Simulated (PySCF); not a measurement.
## Krypton: highly charged ions in a basis for the neutral atom

Kr²⁰⁺ [Ne] 3s2 3p4, Kr²¹⁺ [Ne] 3s2 3p3. Calculation: PySCF 2.14, in aug-cc-pVDZ-DK (6s5p3d, 36 functions); scalar relativity by spin-free X2C-1e. No spin-orbit coupling, so a gap to NIST mixes the basis error with missing relativistic terms.

Changed run: basis of the neutral atom used for a highly charged ion. This setting is unsound on purpose.

| species | method | sound run (hartree) | changed run (hartree) | converged |
| --- | --- | --- | --- | --- |
| Kr²⁰⁺ | UHF | not run | -2550.88981 | yes |
| Kr²⁰⁺ | MN15 | not run | -2553.50043 | yes |
| Kr²⁰⁺ | PBE | not run | -2551.34196 | yes |
| Kr²¹⁺ | UHF | not run | -2518.59490 | yes |
| Kr²¹⁺ | MN15 | not run | -2521.00850 | yes |
| Kr²¹⁺ | PBE | not run | -2518.96128 | yes |

Ionisation energy of Kr²⁰⁺:

| method | changed run (eV) | NIST (eV) |
| --- | --- | --- |
| UHF | 878.79 | 882.8 ± 1.3 |
| MN15 | 884.15 | 882.8 ± 1.3 |
| PBE | 881.12 | 882.8 ± 1.3 |

The contracted functions were made for the neutral atom and can be too rigid for a highly charged ion.
